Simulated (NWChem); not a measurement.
Atomisation of CBr₂Cl₂

```xyz
5

Cl     0.0000    -1.4436    -1.4163
C      0.0000     0.0000    -0.4047
Cl     0.0000     1.4436    -1.4163
Br     1.5842     0.0000     0.7226
Br    -1.5842     0.0000     0.7226
```
Charge 0, spin multiplicity 1.

The numbers come from NWChem runs, not from measurements. Structure: optimised with PBE0/def2-SVP, held to C2v symmetry and with no frequency check, so it may be a saddle point.

Basis set: def2-SVP. The atomisation energy is electronic alone: no zero-point, thermal, spin-orbit or counterpoise terms. No value is extrapolated to the basis-set limit. Free atoms are single determinants with multiplicities Cl 2, C 3, Br 2. Correlated methods freeze the same cores in atoms and molecule, 29 orbitals in all.

```
method     atomisation energy (kcal/mol)  relative cost
---------  -----------------------------  -------------
PBE0                               292.3        under 3
M06-2X                             284.5        under 3
CAM-B3LYP                          275.2              9
B3LYP                              273.4        under 3
HF                                 151.3              1
PBE                                310.2        under 3
MP2                                274.5        under 3
BHandHLYP                          251.6        under 3
```

The values span 158.9 kcal/mol, from HF (lowest) to PBE (highest). Costs are rough ratios of processor time within this set of runs, SCF included, with HF as 1. Costs are the molecule's.

The Hamiltonian is non-relativistic. B3LYP has NWChem's definition, with VWN1-RPA local correlation. GW and range-separated runs recompute their integrals, the others keep them in memory, which bears on the times. The structure started from a generated list of species. No SCF solution was tested for a lower state. Open-shell Hartree-Fock references start from PBE0 orbitals; any time given for them includes that run.
